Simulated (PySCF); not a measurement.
**Löwdin shares of the frontier orbitals**

Species: C5H7ClO2.
Geometry (GFN2-xTB, Å), atoms numbered from 1 in this order:
```xyz
15
C5H7ClO2 angstrom
C     -2.1546   -0.6107   -0.2198
O     -0.7611   -0.7909   -0.3624
C     -0.0402   -0.3595    0.7341
C      0.3014    1.0823    0.9083
C      1.3870    0.1089    0.4985
C      1.8484    0.1780   -0.8929
O      1.3604    0.7398   -1.8137
Cl     3.3582   -0.7302   -1.1112
H     -2.4070    0.4439   -0.0699
H     -2.6005   -0.9656   -1.1455
H     -2.5415   -1.1944    0.6237
H     -0.2058   -0.9539    1.6345
H      0.3441    1.5018    1.9006
H     -0.0235    1.7601    0.1332
H      2.1305   -0.2016    1.2181
```

Method: TDDFT PBE0/def2-SVPD, vertical, gas phase, core orbitals frozen in the response (PySCF).

Frontier orbitals with the atoms that hold most of them (Löwdin shares over 4%, at most four atoms; ? is withheld):

```json
{"orbital": "LUMO+2", "ε (eV)": "0.75", "atoms": "Cl8 29%, C6 13%, C1 12%, C4 8%"}
{"orbital": "LUMO+1", "ε (eV)": "0.39", "atoms": "Cl8 20%, H12 10%, H13 10%, C3 10%"}
{"orbital": "LUMO", "ε (eV)": "-1.07", "atoms": "?"}
{"orbital": "HOMO", "ε (eV)": "-7.90", "atoms": "?"}
{"orbital": "HOMO-1", "ε (eV)": "-8.40", "atoms": "O7 48%, Cl8 23%, C5 8%, C6 7%"}
{"orbital": "HOMO-2", "ε (eV)": "-8.94", "atoms": "Cl8 37%, O2 19%, C3 11%, C5 11%"}
{"orbital": "HOMO-3", "ε (eV)": "-9.13", "atoms": "Cl8 45%, C5 16%, C4 10%, C6 7%"}
```

Give the leading atoms of the LUMO.

C6 (bonded to C, Cl and O) 38%; O7 (bonded to C) 29%; Cl8 (bonded to C) 12%; C3 (bonded to 2 C, O and H) 7%. By element: carbon 45% or more, oxygen 29% or more, chlorine 12%.

Give the leading atoms of the HOMO.

O2 (bonded to 2 C) 49%; C4 (bonded to 2 C and 2 H) 13%; C3 (bonded to 2 C, O and H) 10%; C1 (bonded to O and 3 H) 7%. By element: oxygen 49% or more, carbon 30% or more.

How does S1 compare with the orbital gap of 6.83 eV?

S1 is at 5.16 eV (f = 0.0014), 1.67 eV below the gap, made of HOMO-1→LUMO (82%), HOMO→LUMO (11%). Its leading pair isn't HOMO and LUMO; the energies of that pair differ by 7.33 eV. Without the coupling terms of the response equations the lowest excitation would equal the gap.

Give energy, strength and leading configuration of S1, S2 and S6, and follow the Löwdin shares of the leading atoms from the occupied to the empty orbital.

- S1 (5.16 eV, f 0.0014), HOMO-1→LUMO (82%): O7 48% → 29%, Cl8 23% → 12%, C6 7% → 38%
- S2 (5.61 eV, f 0.0027), HOMO→LUMO (88%): O2 49% → at most 8%, C4 13% → at most 8%, C6 at most 8% → 38%, O7 at most 8% → 29%
- S6 (7.11 eV, f 0.012), HOMO→LUMO+1 (88%): O2 49% → at most 10%, C4 13% → at most 10%, Cl8 at most 8% → 20%, H12 at most 8% → 10%

Löwdin shares depend on the basis, the more so with diffuse functions.

One conformer stands for the species.
